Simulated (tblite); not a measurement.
C4H11NOSi2.
Atom-mapped SMILES: `[CH3:1][CH2:2][CH2:3][O:4][Si@@H:5]([SiH3:6])[C:7]#[N:8]` (hydrogens: H9, H10, H11 on C1; H12, H13 on C2; H14, H15 on C3; H16 on Si5; H17, H18, H19 on Si6)

Structure optimised with GFN2-xTB, isolated species.

**Question.** List the bond lengths, angles and torsions at this level.

**Answer.** 
```csv
bond,length (Å),order
C1–C2,1.522,single
C2–C3,1.524,single
C3–O4,1.402,single
O4–Si5,1.619,single
Si5–Si6,2.297,single
Si5–C7,1.881,single
C7≡N8,1.147,triple
"C1–H9, C1–H10, C1–H11",1.087,single
C2–H12,1.092,single
C2–H13,1.092,single
C3–H14,1.097,single
C3–H15,1.097,single
Si5–H16,1.475,single
"Si6–H17, Si6–H18, Si6–H19",1.465,single
```

Bonds in one row agree within 0.01 Å and their mean is given. Orders are formal, as drawn. A selection of angles:
```csv
angle,degrees
C1–C2–C3,111.5
C2–C3–O4,109.6
C3–O4–Si5,130.8
O4–Si5–Si6,102.2
O4–Si5–C7,109.1
Si6–Si5–C7,113.2
Si5–C7–N8,178.1
```

Dihedral angles: C1–C2–C3–O4 179° (antiperiplanar); C2–C3–O4–Si5 178° (antiperiplanar); C3–O4–Si5–Si6 -175° (antiperiplanar).

Si5 (oxygen-bound silicon) is distorted tetrahedral (angles from 99.9° to 121.0°). Si6 (SiH3 silicon) is distorted tetrahedral (angles from 107.2° to 114.4°).

Point group: C1 (no symmetry element, even within 0.4 Å). Its GFN2-xTB frequencies are all real (lowest 20 cm⁻¹). One conformer, not necessarily the lowest.

These are computed values.
